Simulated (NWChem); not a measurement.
# Basis-set dependence for Sb (+1)

```
Sb
```
Charge +1, spin multiplicity 3.

Program: NWChem.

Hartree-Fock energies in Ha, correlation energies in mHa.

Effective core potentials replace the inner electrons of Sb; spin-orbit coupling is left out. The correlated methods keep 4 core orbitals frozen. No SCF solution was tested for a lower state. Open-shell Hartree-Fock references start from PBE0 orbitals. No row is a measurement; the coupled-cluster row has its own basis-set and correlation limits.

| basis | functions | UHF | UMP2 | SCS-UMP2 | CCSD on ROHF | CCSD[T] on ROHF | CCSD(T) on ROHF | CCSD on UHF | CCSD[T] on UHF | CCSD(T) on UHF |
|---|---|---|---|---|---|---|---|---|---|---|
| def2-SVP | 26 | -238.95749 | -52.9 | -52.9 | -71.4 | -72.6 | -72.5 | -67.7 | -68.8 | -68.8 |
| def2-TZVP | 50 | -238.96183 | -265.9 | -236.4 | -266.5 | -272.1 | -271.8 | -262.5 | -268.0 | -267.6 |
| def2-QZVP | 82 | -238.96290 | -498.3 | -435.8 | -468.3 | -477.6 | -477.5 | not run | not run | not run |

From def2-TZVP to def2-QZVP the Hartree-Fock energy moves by -1.1 mHa and the UMP2 correlation energy by -232.4 mHa, which is 47 % of its value in the larger set.
